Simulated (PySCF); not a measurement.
This PySCF input asks for the NMR shieldings of `CCCP1C=C(C)CC1`, C8H15P; the geometry comes from GFN2-xTB.

```python
import basis_set_exchange as bse
import numpy as np
from pyscf import gto, dft
from pyscf.prop import nmr

atoms = """
C    -3.418084   -0.296410    0.855515
C    -2.352481    0.627277    0.277442
C    -1.403682   -0.124741   -0.648462
P    -0.126310    1.023424   -1.396786
C     0.960692    1.176453    0.055866
C     1.915458    0.255733    0.140627
C     2.934579    0.155073    1.226579
C     1.930162   -0.775899   -0.953596
C     1.032966   -0.272648   -2.087794
H    -4.010837   -0.741347    0.058522
H    -4.085981    0.253609    1.514489
H    -2.956665   -1.099595    1.427082
H    -2.831000    1.438015   -0.277529
H    -1.780143    1.078102    1.091953
H    -1.966681   -0.563653   -1.477601
H    -0.900374   -0.929849   -0.106028
H     0.830952    1.978741    0.764829
H     2.781954    0.924592    1.978923
H     3.936862    0.264268    0.811810
H     2.878564   -0.822912    1.704980
H     2.949300   -0.950897   -1.305806
H     1.561429   -1.725402   -0.552570
H     0.471226   -1.072000   -2.573084
H     1.636357    0.219830   -2.854874
"""
names = dict.fromkeys(["C", "P", "H"], "pcSseg-1")
basis = {el: gto.basis.parse(bse.get_basis(n, elements=[el], fmt="nwchem")) for el, n in names.items()}
mol = gto.M(atom=atoms, basis=basis, charge=0, verbose=0)
mf = dft.RKS(mol, xc="PBE0")
mf.grids.level = 2
mf.grids.alignment = dft.numint.BLKSIZE   # the property module wants whole blocks of grid points
mf.conv_tol = 1e-9
mf.kernel()

calc = nmr.RKS(mf)   # GIAO
C = mf.mo_coeff
Co = C[:, mf.mo_occ > 0]
resp = mf.gen_response(singlet=True, hermi=2)
def vind(x):   # induced exchange potential for any number of trial vectors
    d = np.einsum("pi,xij,qj->xpq", C, 2 * x.reshape(-1, C.shape[1], Co.shape[1]), Co, optimize=True)
    return np.einsum("xpq,pi,qj->xij", resp(d - d.transpose(0, 2, 1)), C, Co, optimize=True).ravel()
mo1, _ = nmr.rhf.solve_mo1(calc, with_cphf=vind)
sigma = calc.kernel(mo1)
for i, s in enumerate(sigma):   # ppm
    print("%2d %-2s %9.2f" % (i, mol.atom_pure_symbol(i), np.trace(s) / 3))
```

**Question.** What does it print?

**Answer.** 
```
 0 C     167.34
 1 C     162.63
 2 C     147.16
 3 P     334.75
 4 C      52.23
 5 C      25.51
 6 C     164.15
 7 C     145.46
 8 C     157.98
 9 H      30.76
10 H      30.38
11 H      30.82
12 H      30.23
13 H      30.53
14 H      30.56
15 H      30.29
16 H      25.62
17 H      29.51
18 H      29.74
19 H      29.85
20 H      29.32
21 H      28.85
22 H      30.04
23 H      29.61
```

These numbers come from an equivalent density-fitted implementation of the same equations, which agrees with the script to about 0.01 ppm for H and up to a few tenths of a ppm for heavy atoms, so last digits may differ.

Size and cost of the density-fitted run: 235 basis functions, 54 s wall time on 1 thread of an Arm Neoverse V2, shared host; peak memory 1.1 GiB.
